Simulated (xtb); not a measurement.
Level of theory: GFN2-xTB run with xtb.

```
xtb start.xyz --ohess tight --gfn 2 --chrg 0 --uhf 0 --iterations 400

# start.xyz
21

Si    -2.562726    -1.483596    -0.364798
C     -1.345816    -0.047405    -0.107358
C     -1.838309     1.276779     0.010179
Cl    -3.524536     1.693258    -0.041033
C     -0.969255     2.353342     0.187262
C      0.401786     2.145251     0.256456
C      0.935608     0.858345     0.157289
C      2.329541     0.701510     0.241380
C      2.920837    -0.554276     0.155869
C      2.120814    -1.670986    -0.013594
C      0.731611    -1.528480    -0.099798
C      0.080904    -0.265327    -0.022491
H     -3.656801    -1.097371    -1.291866
H     -3.133999    -1.891832     0.944172
H     -1.898976    -2.665540    -0.974195
H     -1.355931     3.366234     0.274381
H      1.052035     3.006951     0.394657
H      2.974678     1.567753     0.377401
H      4.000312    -0.656907     0.223499
H      2.569588    -2.658967    -0.079382
H      0.168637    -2.448735    -0.228029
```

Output:

```
[...]
        41                         -0.0298779              -0.8130
       ...                                ...                  ...
        67                          0.7528129              20.4851
      -------------------------------------------------------------
                  HL-Gap            0.1109582 Eh            3.0193 eV
             Fermi-level           -0.3268974 Eh           -8.8953 eV

     #   Z          covCN         q      C6AA      α(0)
     1  14 Si       3.744     0.455    98.100    18.958
     2   6 C        2.902    -0.117    30.973     9.125
     3   6 C        2.925     0.084    26.123     8.382
     4  17 Cl       1.055    -0.177   104.738    15.657
     5   6 C        2.953    -0.041    29.013     8.835
     6   6 C        2.924    -0.034    28.851     8.808
     7   6 C        2.987     0.009    27.810     8.650
     8   6 C        2.921    -0.034    28.845     8.807
     9   6 C        2.915    -0.030    28.740     8.791
    10   6 C        2.916    -0.028    28.705     8.786
    11   6 C        2.919    -0.040    28.989     8.829
    12   6 C        2.992     0.010    27.784     8.646
    13   1 H        0.919    -0.090     5.229     3.576
    14   1 H        0.919    -0.090     5.222     3.574
    15   1 H        0.919    -0.107     5.822     3.774
    16   1 H        0.926     0.050     2.318     2.381
    17   1 H        0.926     0.042     2.426     2.435
    18   1 H        0.926     0.034     2.530     2.487
    19   1 H        0.926     0.034     2.536     2.490
    20   1 H        0.926     0.034     2.535     2.490
    21   1 H        0.926     0.037     2.490     2.468

 Mol. C6AA /au·bohr⁶  :       8064.003096
 Mol. C8AA /au·bohr⁸  :     242872.781978
 Mol. α(0) /au        :        147.951265

Wiberg/Mayer (AO) data.
largest (>0.10) Wiberg bond orders for each atom

 ---------------------------------------------------------------------------
     #   Z sym  total        # sym  WBO       # sym  WBO       # sym  WBO
 ---------------------------------------------------------------------------
     1  14 Si   3.629 --    14 H    0.895    13 H    0.895    15 H    0.891
                             2 C    0.860
     2   6 C    3.952 --     3 C    1.513    12 C    1.270     1 Si   0.860
                             6 C    0.112
     3   6 C    3.906 --     2 C    1.513     5 C    1.304     4 Cl   0.961
     4  17 Cl   1.143 --     3 C    0.961
     5   6 C    3.990 --     6 C    1.550     3 C    1.304    16 H    0.967
     6   6 C    3.988 --     5 C    1.550     7 C    1.276    17 H    0.967
                             2 C    0.112
     7   6 C    3.991 --     8 C    1.282     6 C    1.276    12 C    1.249
     8   6 C    3.989 --     9 C    1.554     7 C    1.282    18 H    0.968
                            11 C    0.117
     9   6 C    3.987 --     8 C    1.554    10 C    1.323    19 H    0.971
    10   6 C    3.991 --    11 C    1.553     9 C    1.323    20 H    0.971
    11   6 C    3.992 --    10 C    1.553    12 C    1.288    21 H    0.963
                             8 C    0.117
    12   6 C    3.989 --    11 C    1.288     2 C    1.270     7 C    1.249
    13   1 H    0.990 --     1 Si   0.895
    14   1 H    0.990 --     1 Si   0.895
    15   1 H    0.988 --     1 Si   0.891
    16   1 H    0.997 --     5 C    0.967
    17   1 H    0.997 --     6 C    0.967
    18   1 H    0.998 --     8 C    0.968
    19   1 H    0.998 --     9 C    0.971
    20   1 H    0.998 --    10 C    0.971
    21   1 H    0.998 --    11 C    0.963
 ---------------------------------------------------------------------------

Topologies differ in total number of bonds
Writing topology from bond orders to xtbtopo.mol

molecular dipole:
                 x           y           z       tot (Debye)
 q only:        0.654      -0.356      -0.014
   full:        0.686      -0.101       0.024       1.763
molecular quadrupole (traceless):
                xx          xy          yy          xz          yz          zz
 q only:       -3.856       5.025       3.816       0.506       0.837       0.039
  q+dip:       -1.770       2.348       5.946       0.457       1.592      -4.176
   full:       -2.712       3.019       3.777       0.339       0.867      -1.066

           -------------------------------------------------
          |                Geometry Summary                 |
           -------------------------------------------------

      molecular mass/u    :      192.7172620
   center of mass at/Å    :       -0.6692403       0.2346085      -0.0032080
  moments of inertia/u·Å² :        0.3694975E+03   0.9358341E+03   0.1299399E+04
rotational constants/cm⁻¹ :        0.4562313E-01   0.1801348E-01   0.1297341E-01

 * 21 selected distances

     #   Z          #   Z                                           value/Å
     2   6 C        3   6 C                                       1.3740491
     3   6 C        4  17 Cl                                      1.7311926 (max)
     3   6 C        5   6 C                                       1.4009155
     5   6 C        6   6 C                                       1.3644709
     6   6 C        7   6 C                                       1.4099108
     7   6 C        8   6 C                                       1.4104204
     8   6 C        9   6 C                                       1.3656734
     9   6 C       10   6 C                                       1.4019356
    10   6 C       11   6 C                                       1.3673453
     2   6 C       12   6 C                                       1.4215410
     7   6 C       12   6 C                                       1.4236870
    11   6 C       12   6 C                                       1.4108898
     1  14 Si      13   1 H                                       1.4622593
     1  14 Si      14   1 H                                       1.4624233
     1  14 Si      15   1 H                                       1.4621414
     5   6 C       16   1 H                                       1.0789514
     6   6 C       17   1 H                                       1.0803110
     8   6 C       18   1 H                                       1.0807985
     9   6 C       19   1 H                                       1.0798895
    10   6 C       20   1 H                                       1.0802523
    11   6 C       21   1 H                                       1.0771342 (min)

 * 4 distinct bonds (by element types)

   Z      Z             #   av. dist./Å        max./Å        min./Å
   1 H    6 C           6     1.0795561     1.0807985     1.0771342
   6 C    6 C          11     1.3955308     1.4236870     1.3644709
   1 H   14 Si          3     1.4622747     1.4624233     1.4621414
   6 C   17 Cl          1     1.7311926     1.7311926     1.7311926

           -------------------------------------------------
          |               Frequency Printout                |
           -------------------------------------------------
 projected vibrational frequencies (cm⁻¹)
eigval :       -0.00    -0.00     0.00     0.00     0.00     0.00
eigval :       52.05    95.70   157.64   176.58   186.55   218.67
eigval :      266.11   325.40   370.10   384.43   433.75   459.61
eigval :      481.32   515.63   559.93   568.90   607.19   615.30
eigval :      654.83   721.63   754.21   760.95   818.18   818.47
eigval :      824.47   832.05   862.74   870.87   909.52   915.99
eigval :      926.95   965.51  1088.10  1146.05  1155.24  1168.17
eigval :     1183.31  1223.91  1248.68  1311.51  1351.50  1382.19
eigval :     1406.57  1436.40  1501.25  1553.26  1577.58  1609.66
eigval :     2260.80  2274.83  2279.03  3070.63  3077.77  3079.23
eigval :     3091.07  3099.10  3122.80
 reduced masses (amu)
   1: 17.65   2: 25.17   3: 14.82   4: 22.13   5: 16.98   6: 13.78   7: 18.93   8: 12.70
   9:  4.11  10: 28.88  11:  9.55  12: 18.59  13: 11.62  14: 25.96  15:  9.14  16: 16.47
  17: 11.73  18:  8.36  19:  9.97  20: 11.29  21:  7.18  22:  7.71  23: 10.98  24:  9.93
  25: 12.17  26: 11.11  27:  2.64  28:  3.88  29:  1.94  30:  9.75  31:  4.03  32:  4.19
  33: 11.41  34:  3.83  35:  3.47  36:  3.79  37:  3.28  38: 11.97  39:  6.94  40:  8.00
  41:  5.16  42:  2.31  43:  1.92  44:  7.89  45:  4.35  46:  9.84  47:  9.24  48:  9.67
  49:  9.90  50:  9.84  51: 10.73  52: 11.82  53: 11.55  54: 11.41  55:  2.07  56:  2.12
  57:  1.33  58:  1.78  59:  1.79  60:  1.81  61:  1.89  62:  1.87  63:  1.83
 IR intensities (km·mol⁻¹)
   1:  0.01   2:  0.09   3:  0.06   4:  0.06   5:  0.05   6:  0.07   7:  0.03   8:  0.01
   9:  1.12  10:  3.46  11:  0.79  12:  0.96  13:  0.03  14:  1.49  15:  0.04  16:  8.01
  17:  0.52  18: 16.79  19:  2.32  20:  1.69  21: 48.27  22: 39.24  23: 13.69  24: 32.46
  25:  3.13  26:  1.46  27:212.55  28: 18.74  29:110.43  30: 35.02  31:340.78  32: 22.19
  33:  3.85  34:  2.14  35:  0.00  36:  0.12  37:  0.06  38: 54.77  39:  1.73  40: 31.90
  41:  5.10  42:  4.90  43:  0.77  44:  1.19  45:  1.08  46: 18.88  47:  6.57  48:  0.28
  49:  9.21  50:  2.74  51: 14.15  52:  6.62  53: 35.22  54:  1.14  55:366.39  56:351.92
Molecule has the following symmetry elements: (sigma)
It seems to be the Cs point group
  57:109.67  58:  2.68  59:  2.62  60: 49.70  61: 75.37  62: 14.70  63: 22.72
 Raman intensities (Ä⁴*amu⁻¹)
   1:  0.00   2:  0.00   3:  0.00   4:  0.00   5:  0.00   6:  0.00   7:  0.00   8:  0.00
   9:  0.00  10:  0.00  11:  0.00  12:  0.00  13:  0.00  14:  0.00  15:  0.00  16:  0.00
  17:  0.00  18:  0.00  19:  0.00  20:  0.00  21:  0.00  22:  0.00  23:  0.00  24:  0.00
  25:  0.00  26:  0.00  27:  0.00  28:  0.00  29:  0.00  30:  0.00  31:  0.00  32:  0.00
  33:  0.00  34:  0.00  35:  0.00  36:  0.00  37:  0.00  38:  0.00  39:  0.00  40:  0.00
  41:  0.00  42:  0.00  43:  0.00  44:  0.00  45:  0.00  46:  0.00  47:  0.00  48:  0.00
  49:  0.00  50:  0.00  51:  0.00  52:  0.00  53:  0.00  54:  0.00  55:  0.00  56:  0.00
  57:  0.00  58:  0.00  59:  0.00  60:  0.00  61:  0.00  62:  0.00  63:  0.00
 output can be read by thermo (or use thermo option).
 writing <g98.out> molden fake output.
 recommended (thermochemical) frequency scaling factor: 1.0
           -------------------------------------------------
          |             Thermodynamic Functions             |
           -------------------------------------------------

cs  symmetry found (for desy threshold:  0.10E+00) used in thermo

          ...................................................
          :                      SETUP                      :
          :.................................................:
          :  # frequencies                          57      :
          :  # imaginary freq.                       0      :
          :  linear?                             false      :
          :  only rotor calc.                    false      :
          :  symmetry                               cs      :
          :  rotational number                       1      :
          :  scaling factor                  1.0000000      :
          :  rotor cutoff                   50.0000000 cm⁻¹ :
          :  imag. cutoff                  -20.0000000 cm⁻¹ :
          :.................................................:

    mode    ω/cm⁻¹     T·S(HO)/kcal·mol⁻¹    T·S(FR)/kcal·mol⁻¹   T·S(vib)
   ------------------------------------------------------------------------
       1     52.05    -1.41258 ( 54.02%)    -1.04452 ( 45.98%)    -1.24333
       2     95.70    -1.05547 ( 93.07%)    -0.86417 (  6.93%)    -1.04220
       3    157.64    -0.76860 ( 99.00%)    -0.71634 (  1.00%)    -0.76808
       4    176.58    -0.70491 ( 99.36%)    -0.68274 (  0.64%)    -0.70477
       5    186.55    -0.67438 ( 99.49%)    -0.66647 (  0.51%)    -0.67434
       6    218.67    -0.58738 ( 99.73%)    -0.61941 (  0.27%)    -0.58747
       7    266.11    -0.48340 ( 99.88%)    -0.56124 (  0.12%)    -0.48350
   ------------------------------------------------------------------------

   temp. (K)  partition function   enthalpy   heat capacity  entropy
                                   cal/mol     cal/K/mol   cal/K/mol   J/K/mol
 298.15  VIB   691.                 5209.651     37.654     29.855
         ROT  0.162E+07              888.752      2.981     31.394
         INT  0.112E+10             6098.403     40.635     61.248
         TR   0.259E+28             1481.254      4.968     41.655
         TOT                        7579.6574    45.6034   102.9031   430.5465

       T/K    H(0)-H(T)+PV         H(T)/Eh          T*S/Eh         G(T)/Eh
   ------------------------------------------------------------------------
    298.15    0.120790E-01    0.159727E+00    0.488926E-01    0.110834E+00
   ------------------------------------------------------------------------

         :::::::::::::::::::::::::::::::::::::::::::::::::::::
         ::                  THERMODYNAMIC                  ::
         :::::::::::::::::::::::::::::::::::::::::::::::::::::
         :: total free energy         -32.167353811319 Eh   ::
         ::.................................................::
         :: total energy              -32.278187880955 Eh   ::
         :: zero point energy           0.147647690729 Eh   ::
         :: G(RRHO) w/o ZPVE           -0.036813621093 Eh   ::
         :: G(RRHO) contrib.            0.110834069636 Eh   ::
         :::::::::::::::::::::::::::::::::::::::::::::::::::::

optimized geometry written to: xtbopt.xyz

           -------------------------------------------------
          | TOTAL ENERGY              -32.278187880955 Eh   |
          | TOTAL ENTHALPY            -32.118461237268 Eh   |
          | TOTAL FREE ENERGY         -32.167353811319 Eh   |
          | GRADIENT NORM               0.000613960319 Eh/α |
          | HOMO-LUMO GAP               3.019325840966 eV   |
           -------------------------------------------------

------------------------------------------------------------------------
```

Cost: about 6 core-seconds (a rough figure).
